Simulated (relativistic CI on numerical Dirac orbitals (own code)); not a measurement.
**One change at a time: W16+**

Base calculation: Dirac-Coulomb-Breit CI, separate exchange-only KLI orbitals for each configuration, model QED (radiative potential, 1s self-energy scaled to tabulated hydrogen-like ionisation energies), unscaled Slater integrals.

CI space (outside the closed core [Ar] 3d10): 4s2 4p6 4d10 4f11 5s, 4s2 4p6 4d10 4f12, 4s2 4p6 4d10 4f10 5s2, 4s2 4p6 4d10 4f11 5p, 4s2 4p6 4d10 4f9 5s2 5p, 4s2 4p6 4d10 4f10 5s 5p, 4s2 4p6 4d10 4f11 5d, 4s2 4p6 4d10 4f10 5p2, 4s2 4p6 4d10 4f9 5s2 5d, 4s2 4p6 4d10 4f11 5f, 4s2 4p6 4d10 4f9 5s2 6s, 4s2 4p6 4d9 4f12 5s, 4s2 4p6 4d10 4f11 5g, 4s2 4p6 4d9 4f13, 4s2 4p6 4d10 4f10 5s 6s, 4s2 4p6 4d10 4f11 6s, 4s2 4p6 4d10 4f11 6p, 4s2 4p6 4d8 4f13 5s, 4s2 4p5 4d10 4f12 5s, 4s2 4p6 4d10 4f10 5s 7s, 4s2 4p6 4d10 4f10 6s2, 4s2 4p5 4d10 4f13, 4s 4p6 4d10 4f13, 4p6 4d10 4f13 5s, 4p6 4d10 4f12 5s2. Levels of other configurations are missing.

Variants: (1) valence Slater integrals scaled by 0.9; (2) QED terms removed; (3) only the first 3 configurations. Shifts of the energy above 4s2 4p6 4d10 4f11 5s 5I°_8, in cm⁻¹, for the lowest level and the first level of each name with at least 55 % of one term (blank where a level changes its place among those of its configuration and J or its character, or is not in the variant):

```tsv
Level	Base	Δ(1)	Δ(2)	Δ(3)
4s2 4p6 4d10 4f11 5s 5I°_8	0.0	0.0	0.0	0.0
4s2 4p6 4d10 4f10 5s2 5I_8	6445.1	+2998.1	-2279.3	+7660.2
4s2 4p6 4d10 4f11 5s 5I°_7	9451.5	-392.0	-21.7	+44.0
4s2 4p6 4d10 4f11 5s 5I°_6	19383.8	-284.4	-68.4	+201.8
4s2 4p6 4d10 4f10 5s2 5I_7	21013.5	+3214.5	-2348.8	+7637.4
4s2 4p6 4d10 4f11 5s 3I°_7	25487.9	-1553.8	-24.9	+169.4
4s2 4p6 4d10 4f10 5s2 5I_6	29669.0	+2738.5	-2359.4	+7576.9
4s2 4p6 4d10 4f10 5s2 5I_5	34629.9	+1290.9	-2334.4	+7606.3
4s2 4p6 4d10 4f11 5s 5S°_2	34920.0	-2662.1	-15.5	+4202.0
4s2 4p6 4d10 4f10 5s2 5I_4	40812.8	+2216.1	-2384.2	+7564.4
4s2 4p6 4d10 4f11 5s 5F°_3	43442.8	-2538.1	-62.9	+2586.7
4s2 4p6 4d10 4f11 5s 5F°_2	44854.4	-2650.9	-61.2	+2970.7
4s2 4p6 4d10 4f10 5s2 3K_8	47242.2	-33.8	-2322.3	+7623.2
4s2 4p6 4d10 4f10 5s2 5F_4	48827.6	-44.2	-2302.8	+7501.2
```

At this charge transitions that keep the count of f electrons are usually good to a few per cent. Terms inside the open d or f shell come out 10 to 20 % too wide with unscaled integrals. Levels that differ in their count of f electrons can be misplaced by several ten thousand cm⁻¹, since the correlation energy of f electrons is missing or only estimated; rates across such gaps can be off by orders of magnitude.

Ionisation energy from one configuration of each of the two ions, the ground ones as tabulated or assumed: base 385.747 eV; valence Slater integrals scaled by 0.9 385.659 eV; QED terms removed 386.011 eV. The NIST ASD value (semi-empirical) is 387.9 ± 1.2 eV.

LS names give the leading component of a level, which can be under half, so a name can repeat, a term be missing and a line seem to break the LS rules.
